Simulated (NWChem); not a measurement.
System: BeClF; SMILES [F][Be][Cl]

NWChem input:

```
start job
memory heap 200 mb stack 900 mb global 1100 mb
geometry units angstroms noautosym nocenter noautoz
  Be     0.000000     0.000000     0.595605
  F      0.000000     0.000000     1.981683
  Cl     0.000000     0.000000    -1.211240
end
basis spherical
  * library def2-svpd
end
dft
  xc pbe0
  iterations 150
end
property
  response 1 0.0
end
task dft property
```

Excerpt of the output:

```
             Northwest Computational Chemistry Package (NWChem) 7.3.0
             --------------------------------------------------------

                             Geometry "geometry" -> ""
                             -------------------------

 Output coordinates in angstroms (scale by  1.889725989 to convert to a.u.)

  No.       Tag          Charge          X              Y              Z
 ---- ---------------- ---------- -------------- -------------- --------------
    1 Be                   4.0000     0.00000000     0.00000000     0.59560500
    2 F                    9.0000     0.00000000     0.00000000     1.98168300
    3 Cl                  17.0000     0.00000000     0.00000000    -1.21124000

 Effective nuclear repulsion energy (a.u.)      59.0168634043

                              NWChem Property Module
                              ----------------------

                                 NWChem DFT Module
                                 -----------------

 Summary of "ao basis" -> "ao basis" (spherical)
 ------------------------------------------------------------------------------
       Tag                 Description            Shells   Functions and Types
 ---------------- ------------------------------  ------  ---------------------
 Be                        def2-svpd                 6       12   3s3p
 F                         def2-svpd                 9       23   4s3p2d
 Cl                        def2-svpd                11       27   5s4p2d

            General Information
            -------------------
          SCF calculation type: DFT
          Wavefunction type:  closed shell.
          No. of atoms     :     3
          No. of electrons :    30
           Alpha electrons :    15
            Beta electrons :    15
          Charge           :     0
          Spin multiplicity:     1
          Use of symmetry is: off; symmetry adaption is: off
          Maximum number of iterations: 150
          AO basis - number of functions:    62
                     number of shells:    26
          Convergence on energy requested:  1.00D-06
          Convergence on density requested:  1.00D-05
          Convergence on gradient requested:  5.00D-04

              XC Information
              --------------
                         PBE0 Method XC Functional
                     Hartree-Fock (Exact) Exchange  0.250
          PerdewBurkeErnzerhof Exchange Functional  0.750
            Perdew 1991 LDA Correlation Functional  1.000 local
           PerdewBurkeErnz. Correlation Functional  1.000 non-local

             Grid Information
             ----------------
          Grid used for XC integration:  medium
          Radial quadrature: Mura-Knowles
          Angular quadrature: Lebedev.
          Tag              B.-S. Rad. Rad. Pts. Rad. Cut. Ang. Pts.
          ---              ---------- --------- --------- ---------
          Be                  1.05       49          11.0       434
          F                   0.50       49          12.0       434
          Cl                  1.00       88          11.0       590
          Grid pruning is: on
          Number of quadrature shells:   186
          Spatial weights used:  Erf1

      Superposition of Atomic Density Guess
      -------------------------------------

 Sum of atomic energies:        -573.18055459

      Non-variational initial energy
      ------------------------------

 Total energy =    -573.555932
 1-e energy   =    -909.301643
 2-e energy   =     276.728847
 HOMO         =      -0.477278
 LUMO         =      -0.041307

   convergence    iter        energy       DeltaE   RMS-Dens  Diis-err
 ---------------- ----- ----------------- --------- --------- ---------
 d= 0,ls=0.0,diis     1   -574.3720990133 -6.33D+02  2.20D-02  5.64D-01
 d= 0,ls=0.0,diis     2   -574.3186150662  5.35D-02  1.02D-02  1.42D+00
 d= 0,ls=0.0,diis     3   -574.4396836466 -1.21D-01  1.68D-03  8.66D-03
 d= 0,ls=0.0,diis     4   -574.4402671140 -5.83D-04  6.81D-04  2.22D-03
 d= 0,ls=0.0,diis     5   -574.4405986032 -3.31D-04  1.24D-04  3.97D-05
  Resetting Diis
 d= 0,ls=0.0,diis     6   -574.4406038901 -5.29D-06  2.17D-05  1.45D-06
 d= 0,ls=0.0,diis     7   -574.4406040865 -1.96D-07  7.15D-06  5.42D-08

         Total DFT energy =     -574.440604086523
      One electron energy =     -911.502438190266
           Coulomb energy =      319.396522071423
    Exchange-Corr. energy =      -41.351551371955
 Nuclear repulsion energy =       59.016863404274

 Numeric. integr. density =       30.000000131324

                       DFT Final Molecular Orbital Analysis
                       ------------------------------------

 Vector   13  Occ=2.000000D+00  E=-4.340384D-01
              MO Center= -2.0D-10,  2.1D-10, -1.1D+00, r^2= 1.3D+00
   Bfn.  Coefficient  Atom+Function         Bfn.  Coefficient  Atom+Function
  ----- ------------  ---------------      ----- ------------  ---------------
    49      0.492779  3 Cl pz                46      0.436154  3 Cl pz
     6      0.277472  1 Be pz                43      0.254644  3 Cl pz
    40      0.199025  3 Cl s                  3     -0.183114  1 Be s
    38     -0.162793  3 Cl s                 39     -0.162591  3 Cl s
     9      0.143258  1 Be pz                 1     -0.132740  1 Be s

[...]

 DFT Linear Response polarizability / au
 Frequency  =       0.0000000 / au
              X              Y              Z
 -----------------------------------------------
 X      23.7201918      0.0000000     -0.0000000
 Y       0.0000000     23.7201918      0.0000000
 Z      -0.0000000      0.0000000     32.7941593
 -----------------------------------------------
 Eigenvalues =      23.7201918     23.7201918     32.7941593
 Isotropic   =      26.7448476
 Anisotropic =       9.0739675
 -----------------------------------------------

 Magnetic Dipole Response Matrix (nonzero elements):

 Exiting AOResponse driver routine
```

Level: PBE0/def2-SVPD. Geometry: optimised at PBE0/def2-SVP.
